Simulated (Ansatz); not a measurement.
Compare A (`Cl[SiH]1CO1`) with its isomer B (`ClC1O[SiH2]1`).

Calculated with Ansatz (gas phase, PBE0-D4/def2-TZVP geometries, no zero-point term in ΔE). CCSD(T)/CBS adds triple-zeta CCSD(T) − MP2 to the extrapolated MP2 energy (def2 sets, frozen cores). Functionals use def2-TZVPP. B3LYP here is the variant with VWN-RPA as its local correlation; programs differ in this.

A:

```xyz
7

Cl   -0.155    1.763    1.780
Si    0.464    0.209    0.630
C    -0.381   -0.249   -0.885
O    -0.587   -1.027    0.373
H     1.855   -0.123    0.975
H    -1.282    0.269   -1.203
H     0.086   -0.841   -1.670
```

B:

```xyz
7

Cl    0.348   -1.580   -1.630
C     0.301   -0.011   -0.826
O    -1.016    0.438   -0.486
Si   -0.153    0.150    0.919
H     0.868    0.706   -1.410
H    -0.529   -1.043    1.701
H     0.180    1.339    1.732
```

(1) Which isomer does CCSD(T)/CBS put lower? Give the gap. (Best estimate.)

(2) Give E(B) − E(A) in kJ/mol with CCSD(T)/def2-SVP, MP2/def2-TZVPP, CCSD(T)/def2-TZVPP, B3LYP, BLYP-D4, r2SCAN-D4, PBE0-D4. (Best estimate.)

(3) Does the order hold for the free energy at 298.15 K (harmonic terms from PBE0-D4)? (An estimate is asked.)

Largest T1 diagnostic: 0.014.

Results:

(1) The calculation gave: A, by 157.0 kJ/mol.

(2) The calculation gave: CCSD(T)/def2-SVP 145.2, MP2/def2-TZVPP 159.9, CCSD(T)/def2-TZVPP 155.7, B3LYP 152.8, BLYP-D4 146.0, r2SCAN-D4 156.0, PBE0-D4 152.9. None reverses the order clearly.

(3) The calculation gave: Yes: G(B) − G(A) = +149.7 kJ/mol.

From PBE to PBE0 (25 % exact exchange), in def2-TZVPP and without D4, E(B) − E(A) moves by +7.2 kJ/mol. In def2-TZVPP, CCSD(T) changes the Hartree–Fock value by −9.1 kJ/mol (the triples alone add −2.5 kJ/mol) and MP2 by −5.0 kJ/mol.
